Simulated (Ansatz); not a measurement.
Harmonic frequencies (cm⁻¹) at PBE0-D4/def2-TZVP from Ansatz: 82, 91, 100, 168, 169, 370, 412, 423, 517, 525, 555, 724, 796, 847, 862, 894, 930, 933, 935, 943, 2198, 2212, 2217, 2225, 2228, 2231, 2233.

Q: Which molecule is it?
A. `CC[SiH](O)O`
B. `[SeH][Si]([SeH])([SeH])[SeH]`
C. `N[Si](N)(O)Br`
D. `F[SiH]([SiH3])[SiH3]`

A: D.
